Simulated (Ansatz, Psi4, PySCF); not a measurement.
Pair of molecules: CH4 (SMILES C) (first 5 atoms) with ClH3Si (SMILES [SiH3]Cl); geometry from B3LYP-D3(BJ)/def2-TZVP, rigid monomers moved along the line of their centres of mass till C1···Si6 is 3.44 Å.
(charge 0, multiplicity 1):
| atom | x (Å) | y (Å) | z (Å) |
|---|---|---|---|
| C | 0.0018 | -0.0905 | 0.2082 |
| H | 0.3848 | -0.0369 | -0.8099 |
| H | -0.3341 | -1.1057 | 0.4154 |
| H | 0.7904 | 0.1814 | 0.9080 |
| H | -0.8348 | 0.5988 | 0.3161 |
| Si | -0.9270 | -0.0425 | 3.5217 |
| Cl | 1.0903 | 0.3916 | 3.6455 |
| H | -1.5872 | 1.0164 | 2.7354 |
| H | -1.4741 | -0.0838 | 4.8920 |
| H | -1.0857 | -1.3529 | 2.8639 |

Interaction energies are E(AB) − E(A) − E(B) at the monomers' geometry in the complex; basis-set methods are counterpoise corrected. Rows marked so take none.

Cores are frozen in the correlated methods. Rows in 6-31G* carry no dispersion term and start afresh at each structure (6-31G* with six Cartesian d functions).

The values were computed with Ansatz (Gaussian basis) for Hartree–Fock, density functionals and correlated methods; Psi4 for SAPT; PySCF for 6-31G* rows, the dispersion terms. 

| level | interaction energy (meV) |
|---|---|
| HF/6-31G* (no counterpoise) | 119.6 |
| PBE/def2-TZVPPD | 45.2 |
| PBE-D3(BJ)/def2-TZVPPD | -21.6 |
| PBE-D4/def2-TZVPPD | -18.6 |
| BP86/6-31G* (no counterpoise) | 89.0 |
| r2SCAN-D3(BJ)/def2-TZVPPD | -6.6 |
| B3LYP/6-31G* | 95.5 |
| CCSD/aug-cc-pV(D+d)Z | 33.5 |
| SAPT0/jun-cc-pV(D+d)Z | (withheld) |

Problem. What belongs in the gaps?

Solution. 
- SAPT0/jun-cc-pV(D+d)Z, interaction energy (meV): 41.5

Ansatz is a program for electronic structure.
